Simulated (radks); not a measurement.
The nuclear charge of the krypton ion Kr2+ is varied continuously with 34 electrons held in [Ar] 3d10 4s2 4p4. Method: Dirac Kohn-Sham, BLYP, spin-unpolarised, spherical densities, finite nucleus; open shells fill j = l - 1/2 first; Fermi nuclear charge, rms radius 4.1884 fm; computed with a radial shooting solver on a logarithmic mesh with Libxc functionals. By the Hellmann-Feynman theorem dE/dZ = E(electron-nucleus)/Z, the electronic potential at the nucleus (averaged over a nucleus of fixed radius).

Z	E (hartree)	E(electron-nucleus)/Z (hartree)	HOMO	e(HOMO) (eV)	<r> HOMO (bohr)
35	-2606.56624	-179.479	4p3/2	-17.078	1.981
35.2	-2642.59973	-180.855	4p3/2	-19.571	1.929
35.4	-2678.90838	-182.231	4p3/2	-22.162	1.880
35.6	-2715.49218	-183.607	4p3/2	-24.848	1.835
35.8	-2752.35114	-184.983	4p3/2	-27.626	1.793
36	-2789.48527	-186.359	4p3/2	-30.496	1.753
36.2	-2826.89464	-187.735	4p3/2	-33.456	1.715
36.4	-2864.57928	-189.112	4p3/2	-36.503	1.680
36.6	-2902.53928	-190.489	4p3/2	-39.637	1.647
36.8	-2940.77472	-191.866	4p3/2	-42.857	1.615
37	-2979.28569	-193.244	4p3/2	-46.161	1.585

The central difference of E at Z = 36 is -186.359 hartree, to compare with the third column; the second derivative is -6.88 hartree.
